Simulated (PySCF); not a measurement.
Working out the ionisation energy of Se⁺

Se⁺ [Ar] 3d10 4s2 4p3 (4S) → Se²⁺ [Ar] 3d10 4s2 4p2 (3P). Calculation: PySCF 2.14, in aug-cc-pwCVDZ-PP with ECP10MDF (6s5p4d1f, 48 functions); scalar relativity through the core potential. Frozen: nothing. Energies in hartree (1 hartree = 27.21139 eV):

```json
{"part": "UHF", "Se⁺ (lower)": "-371.533890", "Se²⁺ (upper)": "-370.768397"}
{"part": "CCSD correlation", "Se⁺ (lower)": "-0.457247", "Se²⁺ (upper)": "-0.442494"}
{"part": "(T)", "Se⁺ (lower)": "-0.007316", "Se²⁺ (upper)": "-0.006974"}
```

Question: What does Hartree-Fock give?

Answer: (-370.768397) − (-371.533890) = 0.765493 hartree = 20.830 eV.

Question: What do CCSD and CCSD(T) give?

Answer: The CCSD correlation energies differ by 0.014753 hartree = 0.401 eV and the triples by 0.000342 hartree = 0.009 eV, so CCSD gives 21.231 eV and CCSD(T) 21.240 eV.

Reference: 21.196 ± 0.01 eV (measured; NIST Atomic Spectra Database, ionization energies), between the lowest levels; spin-orbit coupling is absent from the calculation.

A double-zeta basis recovers only part of the correlation energy.

What remains against the reference includes basis incompleteness and higher excitations.
